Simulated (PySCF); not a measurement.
# Electron affinity of Re by level of theory

Re⁻ [Xe] 4f14 5d6 6s2 (5D) → Re [Xe] 4f14 5d5 6s2 (6S), as a difference of total energies. Computed with PySCF 2.14 in aug-cc-pVTZ-PP with ECP60MDF, with a scalar-relativistic core potential. Correlated levels: valence: 5s2 5p6 frozen. The calculations carry no spin-orbit coupling.

| method | electron affinity (eV) |
| --- | --- |
| UHF | -1.913 |
| MP2 (valence) | -0.772 |
| SCS-MP2 (valence) | -0.644 |
| CCSD (valence) | -0.598 |
| CCSD(T) (valence) | -0.419 |

The reference lies between the lowest fine-structure levels, while these numbers refer to the centres of the terms.

Errors of the correlated levels include the incompleteness of this basis and the frozen core.

A negative affinity means that the anion lies above the atom at that level of theory.

The coupled-cluster amplitudes are large for Re⁻ (T1 above 0.03 or a double amplitude above 0.15), so a single reference is strained.

For comparison: 0.060 eV (measured; photodetachment measurements, as compiled on the Wikipedia data page of electron affinities).
